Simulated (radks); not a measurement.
Results of a calculation; reference values are marked as such.
The lanthanum ion La42+, 15 electrons, occupied as [Ne] 3s2 3p3. Code: a radial shooting solver on a logarithmic mesh with Libxc functionals. Model: scalar-relativistic Kohn-Sham, exchange-only LDA, spin-polarised, spherical densities, point nucleus; open shells are filled with parallel spins first (spin-orbit coupling, left out, can overturn this in heavy ions).

Normalised radial functions P(r) = r R(r), r in bohr:

r	2s up	3s down
0.0008839	0.3331	0.1679
0.001097	0.4002	0.2016
0.001362	0.4792	0.2414
0.00169	0.5715	0.2878
0.002114	0.6824	0.3436
0.002624	0.8045	0.4048
0.003256	0.9408	0.4731
0.004042	1.0890	0.5471
0.005016	1.2441	0.6242
0.006225	1.3974	0.6998
0.007726	1.5352	0.7665
0.009666	1.6400	0.8150
0.012	1.6761	0.8266
0.01489	1.6133	0.7853
0.01848	1.4129	0.6706
0.02293	1.0385	0.4639
0.02846	0.4678	0.1556
0.03533	-0.2903	-0.2439
0.0442	-1.2120	-0.7077
0.05485	-2.1074	-1.1118
0.06808	-2.8345	-1.3417
0.08449	-3.2116	-1.2531
0.1049	-3.1223	-0.7498
0.1301	-2.5904	0.1333
0.1615	-1.7996	1.1720
0.2021	-0.9902	2.0175
0.2508	-0.4314	2.2666
0.3113	-0.1385	1.8971
0.3863	-0.0306	1.1868
0.4794	-0.0043	0.5370
0.595	-0.0003	0.1661
0.7385	0.0000	0.0325

2s up: eigenvalue -8680.1 eV, 1 radial node at r = 0.0327 bohr, <r> = 0.106 bohr, 90 % of the charge inside 0.164 bohr. 3s down: eigenvalue -3384.7 eV, 2 radial nodes at r = 0.0311, 0.126 bohr, <r> = 0.258 bohr, 90 % of the charge inside 0.375 bohr.
